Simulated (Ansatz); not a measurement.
Consider the redistribution: `B[Si](Cl)(Cl)Cl` + `FB(F)S` → `BS` + `FB(F)[Si](Cl)(Cl)Cl`.

Calculated with Ansatz (gas phase, PBE0-D4/def2-TZVP geometries, no zero-point term in ΔE). CCSD(T)/CBS adds triple-zeta CCSD(T) − MP2 to the extrapolated MP2 energy (def2 sets, frozen cores). This one scheme is used for every species. Each species was taken in one conformer, which may not be the lowest.

```
              species  CCSD(T)/def2-SVP energy (Eh)
    `B[Si](Cl)(Cl)Cl`                   -1693.49468
             `FB(F)S`                    -622.14168
                 `BS`                    -424.09354
`FB(F)[Si](Cl)(Cl)Cl`                   -1891.55492
```

Problem. Work out ΔE.

Solution. ΔE = (-424.09354) + (-1891.55492) − (-1693.49468) − (-622.14168) = -0.01210 Eh = -0.33 eV. CCSD(T)/CBS gives -0.31 eV.

Largest T1 diagnostic among the species: 0.015.

In def2-TZVPP, CCSD(T) changes the Hartree–Fock value by −0.13 eV (the triples alone add −0.03 eV) and MP2 by −0.13 eV. Leaving LDA and LC-ωPBE aside and taking each functional with its dispersion term where it has one, the values, not all of them listed here, spread over 0.11 eV, from PBE-D4 to B97M-V.
